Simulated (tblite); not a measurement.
Species: C₅H₁₂F₃P₂ (charge +1).
Numbering: `[CH3:1][CH2:2][PH2+:3][CH2:4][P:5]([CH3:6])[C:7]([F:8])([F:9])[F:10]` (hydrogens: H11, H12, H13 on C1; H14, H15 on C2; H16, H17 on P3; H18, H19 on C4; H20, H21, H22 on C6)

A start from a force field or distance geometry was refined with GFN2-xTB geometry optimisation, gas phase in tblite. Values at the start:

| coordinate | start |
| --- | --- |
| C1–C2 | 1.539 Å |
| C1–H11 | 1.088 Å |
| C2–P3 | 1.780 Å |
| C2–H14 | 1.109 Å |
| P3–C4 | 1.838 Å |
| P3–H16 | 1.392 Å |
| C4–P5 | 1.868 Å |
| C4–H18 | 1.089 Å |
| P5–C6 | 1.825 Å |
| P5–C7 | 1.838 Å |
| C6–H20 | 1.102 Å |
| C7–F8 | 1.369 Å |
| C7–F9 | 1.393 Å |
| C7–F10 | 1.382 Å |
| C1–C2–P3 | 106.3° |
| C2–P3–C4 | 113.1° |
| P3–C4–P5 | 103.6° |
| C4–P5–C6 | 114.4° |
| C4–P5–C7 | 113.0° |
| P5–C7–F9 | 107.2° |
| C6–P5–C7 | 115.6° |
| F9–C7–F10 | 107.9° |

Problem. How do these coordinates change at the GFN2-xTB level?

Solution. 
| coordinate | GFN2-xTB (Å or °) | change |
| --- | --- | --- |
| P5–C7 | 1.897 | +0.059 |
| C7–F8 | 1.318 | -0.051 |
| C7–F10 | 1.343 | -0.039 |
| C4–P5 | 1.900 | +0.032 |
| C2–P3 | 1.810 | +0.030 |
| C7–F9 | 1.363 | -0.030 |
| P3–C4 | 1.820 | -0.018 |
| P3–H16 | 1.374 | -0.018 |
| C2–H14 | 1.093 | -0.016 |
| C6–H20 | 1.090 | -0.012 |
| C1–C2 | 1.528 | -0.011 |
| C4–H18 | 1.096 | +0.007 |
| P5–C6 | 1.830 | +0.005 |
| C1–H11 | 1.087 | -0.001 |
| C4–P5–C7 | 92.3 | -20.7 |
| C6–P5–C7 | 97.1 | -18.5 |
| C4–P5–C6 | 99.5 | -14.9 |
| P3–C4–P5 | 112.1 | +8.5 |
| C1–C2–P3 | 109.3 | +3.0 |
| F9–C7–F10 | 104.9 | -3.0 |
| C2–P3–C4 | 115.4 | +2.3 |
| P5–C7–F9 | 108.2 | +1.0 |

The energy falls by 44.6 kcal/mol over 230 L-BFGS steps, the largest force on an atom goes from 4.35 to 0.009 eV/Å, and the atoms move by 1.705 Å rms after alignment. The bond that changes most is P5–C7 (phosphine phosphorus to CF3 carbon), which lengthens by 0.059 Å. Bonds longer at the end by more than 0.005 Å: 5 of 21; shorter: 14. Among the dihedrals that turn most is H16–P3–C4–H18, from -43° to -142°. Rotational constants go from 1859, 417.5, 384.8 to 1525, 653.1, 536.7 MHz.

Time: 2.4 s. Hardware: one thread, Intel Xeon Platinum 8488C (x86_64), shared host with 192 logical CPUs at a one-minute load of 14.

Its GFN2-xTB frequencies are all real (lowest 29 cm⁻¹).

One conformer stands for the species.

These are computed values.
